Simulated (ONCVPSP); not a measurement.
# What the settings do to the ONCV potential of Eu (Z = 63)

Base potential:

```json
{
 "Element": "Eu (Z = 63)",
 "Generator": "ONCVPSP 4.0.1",
 "Type": "optimised norm-conserving Vanderbilt (ONCV)",
 "Functional": "LDA (Perdew-Wang 92)",
 "Relativity": "scalar-relativistic",
 "Frozen core": "[Kr] 4d10 4f6",
 "Valence charge": "11",
 "Reference configuration": "5s2 5p6 5d1.5 6s1.5",
 "Partial waves": "5s+6s: rc 1.85 bohr, ncon 4, nbas 7, qcut 6.8 1/bohr, 3 projectors, debl 1.2 Ha; 5p: rc 2.15 bohr, ncon 4, nbas 7, qcut 5.9 1/bohr, 2 projectors, debl 1.8 Ha; 5d: rc 3.30 bohr, ncon 3, nbas 8, qcut 4.2 1/bohr, 3 projectors, debl 3.9 Ha",
 "Local potential": "polynomial inside 1.80 bohr (lpopt 5, dvloc0 -1 Ha)",
 "Core correction": "Teter function, fcfact 2.25, rcfact 1.8"
}
```

All-electron outer shells of the reference configuration (LDA (PZ), scalar-relativistic, ld1.x):

```csv
shell,level (eV),outermost node (bohr),outermost maximum (bohr)
5s,-47.55,0.67,1.21
5p,-25.98,0.72,1.38
4f,-7.78,–,0.58
6s,-3.96,1.64,3.43
5d,-2.34,0.81,2.03
```

Cutoffs, loose and tight: the cutoffs (Ha) at which the residual kinetic energy of the hardest occupied pseudo-wave falls to 1 and 0.1 mHa per electron. They do not see the model core or the augmentation charge, which bear on the density cutoff. Test errors are all-electron minus pseudo excitation energies from the reference, over the configurations 5s2 5p6 5d1 6s2; 5s2 5p6 5d1 6s1; 5s2 5p6 5d1 6s0; 5s2 5p6 5d0 6s2. A dash means not determined; rows that change the core or the reference have their own tests. The largest error is taken over the tests solved by every variant that gives reliable tests at all: 5s2 5p6 5d1 6s0; 5s2 5p6 5d1 6s1; 5s2 5p6 5d1 6s2.

For the base: The cutoffs count occupied waves only; projector 3 of the d channel, the hardest unoccupied one, needs 69 Ha at the loose tolerance.

```json
{"change": "base", "outcome": "generated", "cutoff, loose": "16 Ha", "cutoff, tight": "19 Ha", "bound ghosts": "none", "GHOST(+) flags above zero": "s, d", "largest test error (meV)": "-125"}
{"change": "d: qcut 2.7", "outcome": "generated", "cutoff, loose": "16 Ha", "cutoff, tight": "29 Ha", "bound ghosts": "none", "GHOST(+) flags above zero": "s", "largest test error (meV)": "-103"}
{"change": "d: qcut 3.4", "outcome": "generated", "cutoff, loose": "16 Ha", "cutoff, tight": "19 Ha", "bound ghosts": "none", "GHOST(+) flags above zero": "s, d", "largest test error (meV)": "-110"}
{"change": "d: qcut 3.9", "outcome": "generated", "cutoff, loose": "16 Ha", "cutoff, tight": "19 Ha", "bound ghosts": "none", "GHOST(+) flags above zero": "s", "largest test error (meV)": "-123"}
{"change": "d: qcut 4.5", "outcome": "generated", "cutoff, loose": "16 Ha", "cutoff, tight": "19 Ha", "bound ghosts": "none", "GHOST(+) flags above zero": "s, d", "largest test error (meV)": "-127"}
{"change": "d: qcut 5.2", "outcome": "generated", "cutoff, loose": "16 Ha", "cutoff, tight": "19 Ha", "bound ghosts": "none", "GHOST(+) flags above zero": "s", "largest test error (meV)": "-7.7"}
{"change": "d: qcut 5.6", "outcome": "generated", "cutoff, loose": "16 Ha", "cutoff, tight": "19 Ha", "bound ghosts": "none", "GHOST(+) flags above zero": "s", "largest test error (meV)": "-26"}
{"change": "d: qcut 6.2", "outcome": "generated", "cutoff, loose": "16 Ha", "cutoff, tight": "19 Ha", "bound ghosts": "none", "GHOST(+) flags above zero": "s", "largest test error (meV)": "-6.9"}
```

Reading the sweep of the qcut of the d channel (base included, trends over the rows without a ghost): The loose cutoff stays near 16 Ha.
